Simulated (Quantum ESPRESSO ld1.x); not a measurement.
Q: Ir62+, configuration [Ne] 3s2 3p3. Method: Dirac Kohn-Sham, LDA (Slater exchange, VWN5 correlation), spin-unpolarised, spherical densities, point nucleus; open shells fill j = l - 1/2 first; computed with ld1.x of Quantum ESPRESSO 7.5.

Spin-orbit splittings of the eigenvalues, e(l+1/2) - e(l-1/2), with zeta = 2 splitting/(2l+1) and mean radii in bohr:

| shell | occ. | splitting (eV) | zeta (eV) | <r> j=l-1/2 | <r> j=l+1/2 |
|---|---|---|---|---|---|
| 2p | 6 | 1664 | 1109 | 0.05948 | 0.06751 |
| 3p | 3 | 441.5 | 294.3 | 0.1647 | 0.1767 |
| 3d | 0 | 103.5 | 41.41 | 0.1511 | 0.1549 |
| 4p | 0 | ? | ? | 0.3192 | 0.3354 |

Estimate the 4p splitting.

A: 174.8 eV (zeta = 116.6 eV).
